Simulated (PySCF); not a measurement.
C₄H₄ClF, SMILES C=C=C(F)CCl.

Coordinates come from a B3LYP-D3(BJ)/def2-SVP optimisation. The structure was generated by enumeration, and PubChem lists no compound with its InChIKey, so it may never have been made. Other conformers were not sampled.

Calculation: CAM-B3LYP/def2-TZVP (PySCF).

Gas-phase values at a fixed geometry.

### Question
Estimate the frontier levels, gap, dipole moment and polarisability. (An estimate is asked for; the answer gives what the named calculation found.)

### Answer

* **highest occupied level**: -8.93 eV
* **lowest empty level**: 0.28 eV
* **orbital gap**: 9.21 eV
* **dipole moment**: 2.95 D
* **quadrupole, principal values (traceless, Buckingham form, about the centre of nuclear charge)**: -6.97, 0.61, 6.37 D·Å
* **mean static polarisability**: 64.0 bohr³ (9.49 Å³)
* **polarisability, principal values**: 44.4, 49.1, 98.6 bohr³
